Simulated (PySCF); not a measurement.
Si(F)3(SiH3) (F3H3Si2), SMILES F[Si](F)(F)[SiH3]. Geometry: PBE-D3(BJ)/def2-SVP.

All values below come from PBE-D3(BJ)/def2-SVP (PySCF).

Harmonic wavenumbers (cm⁻¹): 95, 126, 126, 283, 283, 284, 475, 511, 511, 791, 860, 890, 890, 941, 941, 2173, 2192, 2192. Rotational constants (GHz): 3.722, 2.009, 2.009; symmetry number 3.

### Question
Work out the zero-point energy and the ideal-gas rigid-rotor harmonic-oscillator thermochemistry at 298.15 K and 1 atm.

### Answer
ZPE = ½ Σ hcν = ½ × 14564 cm⁻¹ = 20.82 kcal/mol. H − E(el) = 25.99 kcal/mol. Entropy in cal/(mol K): translation 40.17, rotation 25.28, vibration 16.99, total 82.44. G − E(el) = 1.41 kcal/mol. Cp = 25.79 cal/(mol K). Modes under 150 cm⁻¹ make the vibrational entropy uncertain.
